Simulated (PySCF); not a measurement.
A side-by-side comparison of computed properties.

First species: C₅H₅FO.
SMILES with atom numbers: `[O:1]=[C:2]1[CH:3]=[CH:4][CH2:5][C@@H:6]1[F:7]` (hydrogens: H8 on C3; H9 on C4; H10, H11 on C5; H12 on C6)

Second species: C₇H₄FNSe.
Structure used (PBE0-D3(BJ)/def2-SVP), in Å, numbered top down from 1:
```xyz
14
C7H4FNSe angstrom
N     -3.2837   -1.6918    1.6637
C     -2.3689   -1.1333    1.2219
C     -1.2403   -0.4408    0.6775
C     -1.3622    0.8992    0.2822
C     -0.2591    1.5576   -0.2443
C      0.9475    0.8831   -0.3728
F      1.9902    1.5335   -0.8824
C      1.0974   -0.4522    0.0167
Se     2.7415   -1.3857   -0.1514
C     -0.0153   -1.1080    0.5445
H     -2.3171    1.4152    0.3886
H     -0.3130    2.5997   -0.5638
H      3.4685   -0.2331   -0.6937
H      0.0616   -2.1508    0.8592
```

Levels: CAM-B3LYP/def2-SVPD for dipole moment, HOMO energy, LUMO energy, HOMO–LUMO gap, static isotropic polarisability and electronic spatial extent ⟨r²⟩ about the centre of nuclear charge; TDDFT CAM-B3LYP/def2-SVPD for lowest singlet excitation; PBE0-D3(BJ)/def2-SVP for rotational constant A and rotational constant C. Geometries: PBE0-D3(BJ)/def2-SVP. Each structure is a single optimised conformer of the isolated species, non-relativistic unless stated. Electronic properties by PySCF.

Dipoles, sizes and rotational constants follow the conformer. The torsions of the flexible species, by atom-mapped SMILES:
- `[N:1]#[C:2][c:3]1[cH:4][cH:5][c:6]([F:7])[c:8]([SeH:9])[cH:10]1`: H–Se9–C8–C6 1°

Values for the first species:

```
Dipole moment                                                     : 4.92 D
HOMO energy                                                       : -8.94 eV
LUMO energy                                                       : -0.76 eV
HOMO–LUMO gap                                                     : 8.18 eV
Lowest singlet excitation                                         : 3.84 eV
Static isotropic polarisability                                   : 59.8 au
Electronic spatial extent ⟨r²⟩ about the centre of nuclear charge : 647 bohr²
Rotational constant A                                             : 3.704 GHz
Rotational constant C                                             : 1.819 GHz
```

Problem. Estimate the same properties for the second species, and the change in each.

Solution. 
| property | first | second | second less first |
| --- | --- | --- | --- |
| dipole moment | 4.92 D | 3.72 D | -1.20 D |
| HOMO energy | -8.94 eV | -8.12 eV | +0.82 eV |
| LUMO energy | -0.76 eV | -0.73 eV | +0.03 eV |
| HOMO–LUMO gap | 8.18 eV | 7.39 eV | -0.79 eV |
| lowest singlet excitation | 3.84 eV | 4.64 eV | +0.80 eV |
| static isotropic polarisability | 59.8 au | 115.6 au | +55.8 au |
| electronic spatial extent ⟨r²⟩ about the centre of nuclear charge | 647 bohr² | 2260 bohr² | +1613 bohr² |
| rotational constant A | 3.704 GHz | 1.639 GHz | -2.065 GHz |
| rotational constant C | 1.819 GHz | 0.422 GHz | -1.397 GHz |

On the first: The principal polarisabilities are 43.6, 59.8 and 76.0 au; their mean is the isotropic value. No computed singlet falls in the visible range (750 to 380 nm, 1.65 to 3.26 eV); S1 lies 0.58 eV above its blue end.

On the second: The 6 singlets span 4.64 to 6.01 eV, and their oscillator strengths add up to 0.86. The principal polarisabilities are 67.6, 117.8 and 161.4 au; their mean is the isotropic value. Relativistic effects, spin–orbit coupling among them, are left out although an element past zinc is present.
